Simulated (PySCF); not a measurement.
A structure optimised at PBE0-D3(BJ)/def2-SVP, used in a PySCF frequency run:

```xyz
11

N     -0.3883    -2.9290     0.0000
C     -0.0965    -1.8056     0.0000
C      0.2249    -0.4254     0.0000
C      1.4301     0.2043     0.0000
C      1.0153     1.6629     0.0000
B     -0.4472     0.9877     0.0000
O     -1.7210     1.3948     0.0000
H      2.4405    -0.2259     0.0000
H      1.3298     2.2304    -0.8927
H      1.3298     2.2304     0.8927
H     -1.8207     2.3530     0.0000
```

Write its SMILES, formula and point group.

N#CC1=CCB1O, C4H4BNO, Cs

What are its rotational constants (standard atomic weights)?

4.8742, 1.9911, 1.4265 GHz
